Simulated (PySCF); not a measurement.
All of these have the formula C5H9FSi. Method: TDDFT CAM-B3LYP/def2-SVPD, vertical, gas phase, core orbitals frozen in the response in PySCF. Geometries: GFN2-xTB; one conformer of each isolated species. Triplets are in the Tamm–Dancoff approximation.

A. `C=C/C=C(/C)[SiH2]F`
B. `CCC1=C[C@@H](F)[SiH2]1`
C. `CC1=C[Si@H](F)CC1`

Lowest singlet levels (six at most, fewer where fewer were computed) with oscillator strengths:

1. 6.23 eV (f 0.033); 6.59 eV (f 0.004); 6.66 eV (f 0.002); 6.87 eV (f 0.079); 7.32 eV (f 0.118); 7.45 eV (f 0.042); T1 4.38 eV
2. 5.49 eV (f 0.718); 6.05 eV (f 0.002); 6.46 eV (f 0.002); 6.65 eV (f 0.008); 7.06 eV (f 0.008); 7.14 eV (f 0.000); T1 3.05 eV
3. 6.54 eV (f 0.191); 6.82 eV (f 0.053); 7.13 eV (f 0.053); 7.50 eV (f 0.022); 7.64 eV (f 0.002); 8.04 eV (f 0.032); T1 4.32 eV

Question: Which spectrum belongs to which structure?

Answer: 1 = B, 2 = A, 3 = C.
- A: S1 at 5.49 eV, HOMO→LUMO (98%); Löwdin shares by element: HOMO carbon 80% or more (atoms not listed hold the other 20%); LUMO carbon 75% or more (atoms not listed hold the other 25%); HOMO -8.02 and LUMO -0.14 eV.
- B: S1 at 6.23 eV, HOMO→LUMO (57%), HOMO-1→LUMO (23%); Löwdin shares by element: HOMO carbon 61% or more, silicon 10% (atoms not listed hold the other 29%); LUMO carbon 54% or more, silicon 14% (atoms not listed hold the other 32%); HOMO -8.93 and LUMO 0.74 eV.
- C: S1 at 6.54 eV, HOMO→LUMO (87%), HOMO-1→LUMO (8%); Löwdin shares by element: HOMO carbon 72% or more, silicon 6% (atoms not listed hold the other 22%); LUMO carbon 45% or more, silicon 16%, hydrogen 5% or more (atoms not listed hold the other 33%); HOMO -8.79 and LUMO 0.75 eV.
